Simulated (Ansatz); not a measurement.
Reaction: CH5BN (SMILES B[N]C, doublet) → CH5BN (SMILES C[B]N, doublet)
Each species at its own B3LYP-D3(BJ)/def2-TZVP minimum (Ansatz, a first-principles code), one conformer.

Property: isomerisation energy (electronic), in kJ/mol. Open shells are spin-unrestricted; no spin-orbit coupling. CBS(X,Y): correlation extrapolated as X^-3, Hartree-Fock from the larger set. A bracket is a step between two methods taken in the basis named. Functionals run without relativity, which enters their misses. '+ core + X2C': CCSD(T) terms for core correlation (cc-pwCVTZ) and scalar relativity (cc-pVTZ-DK).

CCSD(T)/CBS(cc-pVTZ,cc-pVQZ) + [CCSDT(Q) - CCSD(T)]/cc-pVDZ + core + X2C (Ansatz) gives -92.8 kJ/mol.

Q: What does PBE/def2-TZVPD (Ansatz) give here, and how do the other levels compare?

A: PBE gives -75.4 kJ/mol, 17.4 kJ/mol above it. Differences of the others: r2SCAN/def2-TZVPD (Ansatz) 12.1; PBE0/def2-TZVPD (Ansatz) 7.6; CCSD(T)/CBS(cc-pVTZ,cc-pVQZ) + core + X2C (Ansatz) -1.1 kJ/mol. Nearer than PBE: r2SCAN/def2-TZVPD, PBE0/def2-TZVPD, CCSD(T)/CBS(cc-pVTZ,cc-pVQZ) + core + X2C.
